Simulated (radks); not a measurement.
Task: Nd56+, 4 electrons, occupied as [He] 2s2. Calculated with a radial shooting solver on a logarithmic mesh with Libxc functionals: scalar-relativistic Kohn-Sham, PBEsol, spin-polarised, spherical densities, finite nucleus; Fermi nuclear charge, rms radius 4.9123 fm. Some entries of the table are withheld. Estimate them.

orbital  occ.  eigenvalue (eV)  <r^2> (bohr^2)  r(max) (bohr)
1s          2              (1)             (2)            (3)
2s          2        -12004.06         0.01080        0.08277
2p          0              (4)        0.008364            (5)
3s          0        -5165.740         0.05595            (6)

Result: 
(1) 1s eigenvalue (eV): -49349.97
(2) 1s <r^2> (bohr^2): 0.0007529
(3) 1s r(max) (bohr): 0.01508
(4) 2p eigenvalue (eV): -11423.96
(5) 2p r(max) (bohr): 0.06590
(6) 3s r(max) (bohr): 0.2131
